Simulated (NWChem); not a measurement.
System: AlH₂SeF; SMILES [F][AlH][SeH]

Input file for NWChem:

```
start job
memory heap 200 mb stack 900 mb global 1100 mb
geometry units angstroms noautoz
  Al    -0.533780    -1.156969     0.000020
  F      0.659856    -2.317036    -0.000766
  H     -2.041669    -1.608689    -0.000129
  Se     0.169485     1.034530     0.001546
  H     -1.228694     1.496534     0.001893
end
basis spherical
  * library def2-svp
end
dft
  xc xcamb88 1.00 lyp 1.0 hfexch 1.00
  cam 0.33 cam_alpha 0.0 cam_beta 1.0
  iterations 150
  mulliken
end
task dft energy
```

Coordinates come from a PBE0/def2-SVP optimisation.

**Question.** Give the results of this calculation. (LC-BLYP (range parameter 0.33 per bohr)/def2-SVP.) Quantities: energy (Ha); highest occupied level (eV); orbital gap (eV); dipole (D).

**Answer.** 
```
Property                       Result
---------------------------  --------
energy (Ha)                  -2744.01
highest occupied level (eV)     -9.68
orbital gap (eV)                10.54
dipole (D)                       1.75
```
